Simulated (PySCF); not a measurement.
# Telling isomers of C₃H₁₂FPSi₃ apart by NMR

Theoretical values (PySCF): GFN2-xTB structure, shieldings: GIAO PBE0/pcSseg-1. A single conformation, relativity neglected, isolated molecule, averaged over atoms made equivalent by symmetry, fast rotation or ring inversion.

References, each an isolated molecule treated in the same way: 1H and 13C against TMS. Splittings of carbon signals by F and P are missing where no couplings were computed. Where no couplings were computed, multiplicities follow the n + 1 count of equivalent neighbours, and m marks all less simple cases (inequivalent or close neighbours, rings, F or P nearby). Shifts are as computed. Against solution values, carbons near 30 ppm lie about +3 ppm off and those near 130 ppm about +5 ppm. Of 1211 compounds with measured shifts, 218 miss one by over three times the rms of a fit or turn the order of signals round; such compounds aren't used in these exercises.

(1) Tabulate the signals of `F[C@H]1[SiH2]C[Si@H](P)C[SiH2]1`, `F[C@@H]1CC[SiH2][SiH2][Si@@H]1P`, `F[C@@H]1CC[SiH2][SiH2][Si@H]1P` and their relative energies.

(2) What is the quickest way to tell F[C@H]1[SiH2]C[Si@H](P)C[SiH2]1 from F[C@@H]1CC[SiH2][SiH2][Si@@H]1P?

(3) What is the quickest way to tell F[C@@H]1CC[SiH2][SiH2][Si@@H]1P from F[C@@H]1CC[SiH2][SiH2][Si@H]1P?

(4) What is the quickest way to tell F[C@H]1[SiH2]C[Si@H](P)C[SiH2]1 from F[C@@H]1CC[SiH2][SiH2][Si@H]1P?

## Answers

(1) 
| SMILES | carbon types | δC | δH | E rel. (kcal/mol) |
| --- | --- | --- | --- | --- |
| F[C@H]1[SiH2]C[Si@H](P)C[SiH2]1 | 1×CH 2×CH2 | 82.1, -6.1 | 5.16 (m, 1H), 5.15 (m, 1H), 4.66 (m, 2H), 4.32 (m, 2H), 1.13 (m, 2H), 0.60 (m, 2H), -0.19 (m, 2H) | 0.0 |
| F[C@@H]1CC[SiH2][SiH2][Si@@H]1P | 1×CH 2×CH2 | 91.4, 33.1, 2.5 | 5.27 (m, 1H), 4.23 (m, 1H), 4.07 (m, 1H), 3.97 (m, 1H), 3.60 (m, 1H), 3.49 (m, 1H), 2.92 (m, 1H), 1.50 (m, 1H), 1.45 (m, 1H), 1.23 (m, 2H), 0.97 (m, 1H) | 12.1 |
| F[C@@H]1CC[SiH2][SiH2][Si@H]1P | 1×CH 2×CH2 | 91.9, 30.3, 4.2 | 5.21 (m, 1H), 5.02 (m, 1H), 4.11 (m, 1H), 4.11 (m, 1H), 3.79 (m, 1H), 3.33 (m, 1H), 2.65 (m, 1H), 2.12 (m, 1H), 1.46 (m, 1H), 1.19 (m, 2H), 1.03 (m, 1H) | 12.8 |

Energies are electronic energies at PBE0/pcSseg-1 on these geometries, without zero-point or thermal terms, each for the one conformer computed, which needn't be the lowest.

(2) Count the carbon signals: 2 against 3. The first has an sp3 CH bonded to F and 2 Si at 82.1 ppm, the second an sp3 CH2 in a ring at 33.1 ppm. Their most deshielded carbons lie at 82.1 and 91.4 ppm.

(3) Both give the same number of carbon signals, with the same numbers of each carbon type, so the positions decide. The first has an sp3 CH2 in a ring at 33.1 ppm, the second an sp3 CH2 in a ring at 30.3 ppm. Their most deshielded carbons lie at 91.4 and 91.9 ppm.

(4) Count the carbon signals: 2 against 3. The first has an sp3 CH2 bonded to 2 Si at -6.1 ppm, the second an sp3 CH2 in a ring at 30.3 ppm. Their most deshielded carbons lie at 82.1 and 91.9 ppm.
